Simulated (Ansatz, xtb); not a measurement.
A geometry optimisation of F2GaGeH3 with r2SCAN-D4/def2-SVP

The starting geometry of this gas-phase singlet has its atoms placed at random.

```xyz
7

F     0.9907    1.3692   -1.1114
F    -0.5523   -1.3273    1.0690
Ga   -1.2956   -0.2368    1.8956
Ge   -0.6699   -0.3611   -1.1452
H     0.6382    0.5091   -2.0654
H    -0.9325    1.6830    1.1512
H     0.2155   -1.5451   -1.5378
```

One run relaxed it with r2SCAN-D4/def2-SVP. What is a likely outcome?

It loosens into FGaGeH2 + FH, which stay close as a complex. Contacts that open: F2–Ga3 (1.56 → 3.23 Å), Ge4–H5 (1.82 → 2.46 Å). Contacts that close: F1–H5 (1.33 → 0.95 Å), F2–Ge4 (2.42 → 1.83 Å), Ga3–Ge4 (3.11 → 2.48 Å), Ga3–H6 (2.09 → 1.60 Å).

The energy falls by 5.52 eV over 33 steps:

```tsv
step	E − E(last) (eV)
1	5.518
5	1.450
8	0.679
12	0.539
15	0.402
19	0.166
22	0.030
26	0.002
29	0.000
33	0.000
```

Final geometry (Å):

```yaml
atoms:
  - { symbol: F, position_ang: [1.4507, 0.4393, -2.3723] }
  - { symbol: F, position_ang: [1.0400, -0.1965, -0.0373] }
  - { symbol: Ga, position_ang: [-1.7755, -0.0609, 1.5387] }
  - { symbol: Ge, position_ang: [-0.6521, 0.1068, -0.6672] }
  - { symbol: H, position_ang: [1.6659, 0.1720, -1.4895] }
  - { symbol: H, position_ang: [-2.4253, 0.9176, 2.6293] }
  - { symbol: H, position_ang: [-0.9097, -1.2873, -1.3457] }
```

From the same start GFN2-xTB ends elsewhere, in pieces: F2GaGeH + H2.

From so rough a start the end depends on the optimiser's path, so another program may land elsewhere. No frequencies were run, so the end isn't proven a minimum. Run with Ansatz 0.2.0, 2.5 min on 1 thread of Intel(R) Xeon(R) Processor @ 2.70GHz, on a shared host.
